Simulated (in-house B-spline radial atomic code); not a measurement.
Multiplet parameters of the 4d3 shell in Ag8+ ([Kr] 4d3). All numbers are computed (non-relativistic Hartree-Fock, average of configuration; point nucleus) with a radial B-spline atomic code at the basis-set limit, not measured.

Slater integrals: F^2 = 97126 cm⁻¹, F^4 = 65216 cm⁻¹. Central-field spin-orbit parameter ζ(4d) = 2906 cm⁻¹ (bare central field on non-relativistic orbitals, without two-electron terms: too large for light atoms, too small for heavy ones).

Task: What are Racah's B and C?

Result: B = F^2/49 - 5F^4/441 = 1243 cm⁻¹, C = 35F^4/441 = 5176 cm⁻¹, C/B = 4.16.

Task: Where do the terms lie in LS coupling, without spin-orbit interaction?

Result: In cm⁻¹ above the Hund's-rule term (some of the terms):
| term | expression | energy |
| --- | --- | --- |
| 4F | 0B + 0C | 0 |
| 4P | 15B + 0C | 18641 |
| 2G | 4B + 3C | 20499 |
| 2H | 9B + 3C | 26712 |
| 2F | 24B + 3C | 45354 |

Task: Is LS coupling a fair picture here?

Result: Unscaled Hartree-Fock integrals overestimate measured term splittings, because correlation screens the repulsion; fits to spectra scale them down, most for low charges. Here ζ is 2.34 times B, so the coupling is intermediate: spin-orbit interaction mixes the terms, and LS labels name only the largest part.
